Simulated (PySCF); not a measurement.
C2H9Cl2NSi2 (SMILES C[SiH](C)N[SiH](Cl)Cl), singlet, geometry from GFN2-xTB, atoms displaced at random by about 0.08 Å a coordinate. Base run: TPSS/STO-3G, gradient (PySCF).

PySCF was given this input:
```python
from pyscf import gto, scf, dft

mol = gto.M(
    atom='''
Si    1.211459    0.284500    0.447348
Cl    2.184438    1.603362   -0.357658
Cl    1.525793   -1.576371   -0.324122
N    -0.505037    0.675705    0.194164
Si   -1.690048   -0.521125    0.467777
C    -2.020166   -1.640323   -0.957071
C    -3.391308    0.617169    0.486730
H     1.668043    0.295599    1.962182
H    -0.685219    1.587142    0.045781
H    -1.824585   -1.189617    1.610765
H    -2.012001   -1.171903   -1.960065
H    -2.762219   -2.263390   -0.991986
H    -0.917611   -2.222043   -1.226106
H    -3.332684    1.499525    1.198036
H    -3.511803    1.293129   -0.402385
H    -4.327514    0.319237    0.406338
''',
    basis='sto-3g',
    charge=0,
    spin=0,
    verbose=3,
)

mf = dft.RKS(mol)
mf.xc = 'tpss'
mf.kernel()
g = mf.nuc_grad_method()
grad = g.kernel()
```

The coordinate followed is x of atom 8.

The base run was repeated with changes; each row names its change, and settings that it needs were set with it.

| change | dE/dx (Eh/bohr) | net force (Eh/bohr) |
|---|---|---|
| base | 0.014690 | 0.000035 |
| finite difference step (bohr) = 1e-4; conv_tol = 1e-11 | 0.014687 | - |
| grids.level = 5; grid_response = on | 0.014690 | 0.000000 |
| finite difference step (bohr) = 0.01; conv_tol = 1e-11 | 0.014687 | - |
| grids.level = 5; grid_response = off | 0.014690 | 0.000021 |
| grids.level = 0; grid_response = off | 0.014429 | 0.007751 |
| finite difference step (bohr) = 1e-3; conv_tol = 1e-11 | 0.014687 | - |
| finite difference step (bohr) = 0.05; conv_tol = 1e-11 | 0.014690 | - |
| density fitting = on; auxbasis_response = off | 0.014654 | 0.001067 |
| density fitting = on | 0.014684 | 0.000035 |
| conv_tol = 1e-6 | 0.014690 | 0.000035 |
| grids.level = 0; grid_response = on | 0.014471 | 0.000000 |

The net force is zero for an exact gradient.
